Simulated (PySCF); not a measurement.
Species: `C[P@](=O)(C1CC1)C(F)(F)F`. The columns A, B, C and D hold Mulliken, IAO, Hirshfeld and ESP-fitted charges (e) of one PBE0/pcSseg-1 density (PySCF), in a shuffled order. Coordinates in Å (GFN2-xTB); the density's dipole moment is (2.72, 1.28, -2.86) D.

```json
{"atom": "C1", "x": "-0.912", "y": "1.955", "z": "-0.478", "A": "-0.160", "B": "-0.695", "C": "-0.474", "D": "-0.659"}
{"atom": "P2", "x": "-0.587", "y": "0.389", "z": "0.399", "A": "+0.416", "B": "+1.504", "C": "+0.827", "D": "+0.688"}
{"atom": "O3", "x": "-0.726", "y": "0.432", "z": "1.852", "A": "-0.380", "B": "-0.903", "C": "-0.579", "D": "-0.544"}
{"atom": "C4", "x": "0.940", "y": "-0.346", "z": "-0.240", "A": "-0.097", "B": "-0.425", "C": "-0.505", "D": "-0.242"}
{"atom": "C5", "x": "1.519", "y": "-1.444", "z": "0.610", "A": "-0.078", "B": "-0.275", "C": "-0.173", "D": "-0.327"}
{"atom": "C6", "x": "2.157", "y": "-0.100", "z": "0.608", "A": "-0.079", "B": "-0.281", "C": "-0.185", "D": "-0.216"}
{"atom": "C7", "x": "-1.895", "y": "-0.743", "z": "-0.366", "A": "+0.207", "B": "+0.565", "C": "+0.627", "D": "+0.415"}
{"atom": "F8", "x": "-1.831", "y": "-1.966", "z": "0.165", "A": "-0.086", "B": "-0.272", "C": "-0.258", "D": "-0.169"}
{"atom": "F9", "x": "-1.768", "y": "-0.886", "z": "-1.695", "A": "-0.098", "B": "-0.288", "C": "-0.275", "D": "-0.186"}
{"atom": "F10", "x": "-3.124", "y": "-0.264", "z": "-0.144", "A": "-0.089", "B": "-0.277", "C": "-0.263", "D": "-0.158"}
{"atom": "H11", "x": "-1.907", "y": "2.299", "z": "-0.194", "A": "+0.060", "B": "+0.182", "C": "+0.175", "D": "+0.210"}
{"atom": "H12", "x": "-0.846", "y": "1.842", "z": "-1.556", "A": "+0.054", "B": "+0.171", "C": "+0.154", "D": "+0.173"}
{"atom": "H13", "x": "-0.179", "y": "2.682", "z": "-0.133", "A": "+0.062", "B": "+0.176", "C": "+0.167", "D": "+0.219"}
{"atom": "H14", "x": "1.045", "y": "-0.396", "z": "-1.315", "A": "+0.052", "B": "+0.168", "C": "+0.162", "D": "+0.168"}
{"atom": "H15", "x": "0.962", "y": "-1.731", "z": "1.490", "A": "+0.052", "B": "+0.168", "C": "+0.162", "D": "+0.165"}
{"atom": "H16", "x": "2.011", "y": "-2.263", "z": "0.108", "A": "+0.057", "B": "+0.160", "C": "+0.141", "D": "+0.175"}
{"atom": "H17", "x": "2.026", "y": "0.512", "z": "1.489", "A": "+0.052", "B": "+0.163", "C": "+0.155", "D": "+0.151"}
{"atom": "H18", "x": "3.104", "y": "0.034", "z": "0.109", "A": "+0.055", "B": "+0.158", "C": "+0.141", "D": "+0.136"}
```

Problem. Which column most likely holds the ESP-fitted charges?

Solution. D. Σ q r misses the density's dipole by 0.09 D (D), 1.27 D (B), 1.40 D (A), 1.60 D (C). Charges fitted to the outside potential are the only set here that is tied to the molecule's multipoles.

Problem. And the Hirshfeld charges?

Solution. A. The mean sizes are 0.118 e (A), 0.278 e (D), 0.301 e (C), 0.380 e (B), and Hirshfeld charges are commonly the smallest of these schemes.

As computed, A = Hirshfeld, B = IAO, C = Mulliken, D = ESP-fitted. Hydrogens on carbon: Hirshfeld +0.05 to +0.06, IAO +0.16 to +0.18, Mulliken +0.14 to +0.17, ESP-fitted +0.14 to +0.22 e.

The IAO scheme counts the electrons in orthogonalised intrinsic atomic orbitals, a minimal basis polarised so that it spans the occupied orbitals exactly. The Hirshfeld scheme weights the molecular density at each point by an atom's share of the summed free-atom densities.

One conformer (not necessarily the lowest) at the GFN2-xTB geometry, without solvent, vibrations or thermal averaging.

The run behind these numbers computed NMR shieldings as well. Rough CPU time on one thread of a shared machine: about 2.5 min (with the writing of density and orbital grids).

The values belong to the conformer `[CH3:1][P@:2](=[O:3])([CH:4]1[CH2:5][CH2:6]1)[C:7]([F:8])([F:9])[F:10]`: C1–P2–C4–C5 165°, C1–P2–C7–F8 -179°.
